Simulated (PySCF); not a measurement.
Two-component Hartree-Fock for Gd⁴⁸⁺ (gadolinium, charge +48)

Start: [Ne] 3s2 3p4; 3p1/2 filled at m_j = -1/2, +1/2; 3p3/2 filled at m_j = +1/2, +3/2. Calculated with PySCF 2.14 in an even-tempered Gaussian basis (18 s from 12 bohr⁻², ratio 2.4; 14 p from 16 bohr⁻², ratio 2.4; 4 d from 57 bohr⁻², ratio 2.6; 4 f from 86 bohr⁻², ratio 2.6): generalised Hartree-Fock with the X2C-1e Hamiltonian and a Gaussian nucleus; one run each with spin-orbit coupling (SO) switched off, then screened by Boettger's factors.

```csv
spinor shell,electrons,"ε, spin-free (eV)","ε, screened SO (eV)",weight of nominal j (screened SO),"rms radius, screened SO (bohr)"
1s1/2,2,-53743.7,-53730.2,1.000,0.0249
2s1/2,2,-11566.7,-11561.2,1.000,0.0994
2p1/2,2,-10649.7,-11152.5,1.000,0.0850
3s1/2,2,-4524.3,-4522.2,1.000,0.240
3p1/2,2,-4249.5,-4369.4,0.999,0.229
3p3/2,2,-4249.5,-4194.4,0.999,0.239
```

(1) Where does 2p3/2 lie, and what is the 2p spin-orbit splitting (screened SO)?

| quantity | spin-free | screened SO |
| --- | --- | --- |
| E (hartree) | -9050.44093 | -9061.43465 |
| M_J | 2 | 2 |
| ⟨J²⟩ | 6.000 | 6.001 |
| ⟨L²⟩ | 2.000 | 3.228 |
| ⟨S²⟩ | 2.000 | 1.415 |

Each row is a mean over spinors that exchange with the open shell spreads, by up to 33.061 eV (3s1/2).

Breit and QED terms are absent; they matter most for the inner s and p1/2 levels.

Densities and radii are taken from the X2C orbitals without a picture-change correction, which distorts them close to the nucleus.

Without spin-orbit coupling the j labels of p, d and f shells carry no meaning; the spin-free column gives the mean over the occupied spinors of each nl shell.

Answers

(1) At -10430.0 eV, 722.48 eV above 2p1/2.
